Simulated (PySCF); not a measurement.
C4H5Cl, SMILES C=CC(=C)Cl.

Coordinates come from a B3LYP-D3(BJ)/def2-SVP optimisation. Other conformers were not sampled.

Two levels are set side by side: PBE/def2-TZVP (PySCF) and M06-2X/def2-TZVP (PySCF). Same geometry, gas phase. Differences are taken from unrounded values.

```
quantity                       PBE
---------------------------  -----
orbital gap (eV)              3.82
highest occupied level (eV)  -6.03
lowest empty level (eV)      -2.21
dipole moment (D)             1.40
mean polarisability (bohr³)   65.0
```

These are the PBE values. What does M06-2X give? (The exact figures need the calculation; the answer reports its results.)


| quantity | M06-2X | PBE minus M06-2X |
|---|---|---|
| orbital gap (eV) | 7.74 | -3.92 |
| highest occupied level (eV) | -8.17 | 2.14 |
| lowest empty level (eV) | -0.43 | -1.78 |
| dipole moment (D) | 1.53 | -0.14 |
| mean polarisability (bohr³) | 62.9 | 2.1 |

PBE's occupied levels lie high since its potential decays too fast outside the molecule; exact exchange lowers them and widens the gap. PBE's more diffuse valence density responds more strongly to a field. Differences between two approximate levels are no errors against the true value.

Rough cost on one machine, each run with all the roots and properties that it gave: M06-2X against PBE about 4 times.
